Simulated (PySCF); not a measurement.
Isomers C$_{5}$H$_{11}$PSi:

A. SMILES CC1=C(C)P1C[SiH3]
B. SMILES C1C(/P=C(\C)[SiH3])C1
C. SMILES C[Si](C)(C)CC#P

Spectrum 1. 1H NMR (300 MHz, computed): δ 2.23 (m, 2H), 0.20 (s, 9H). 13C{1H} NMR (computed): δ 187.1 (C), 23.9 (CH2), -2.4 (CH3).

Spectrum 2. 1H NMR (300 MHz, computed): δ 4.44 (m, 3H), 2.79 (m, 3H), 1.07 (m, 1H), 1.03 (m, 2H), 0.53 (m, 2H). 13C{1H} NMR (computed): δ 219.0 (C), 27.3 (CH3), 18.4 (CH), 7.2 (CH2).

Spectrum 3. 1H NMR (300 MHz, computed): δ 3.87 (m, 3H), 2.51 (m, 6H), 0.15 (m, 2H). 13C{1H} NMR (computed): δ 134.0 (C), 17.8 (CH2), 15.0 (CH3).

A single conformation, relativity neglected, averaged over atoms made equivalent by symmetry, fast rotation or ring inversion, in vacuum. GIAO PBE0/pcSseg-1 shieldings; GFN2-xTB structure; PySCF.

Referencing at the same level of theory: 1H (σref 31.72), 13C (σref 186.93) against TMS. Splittings of carbon signals by F and P are missing where no couplings were computed. Where no couplings were computed, multiplicities follow the n + 1 count of equivalent neighbours, and m marks all less simple cases (inequivalent or close neighbours, rings, F or P nearby). Shifts are as computed. Against solution values, carbons near 30 ppm lie about +3 ppm off and those near 130 ppm about +5 ppm. Of 1211 compounds with measured shifts, 218 miss one by over three times the rms of a fit or turn the order of signals round; such compounds aren't used in these exercises.

Problem. Which spectrum belongs to which compound?

Solution. 1–C, 2–B, 3–A.

- Spectrum 1 (C): 3 13C signals; δC -2.4 is a methyl carbon bonded to Si; δH 0.20 is the hydrogen on a methyl carbon bonded to Si.
- Spectrum 2 (B): 4 13C signals; δC 27.3 is a methyl carbon; δC 18.4 is a three-membered-ring carbon.
- Spectrum 3 (A): 3 13C signals; δC 134.0 is a fully substituted alkene carbon; δC 15.0 is an allylic methyl carbon.
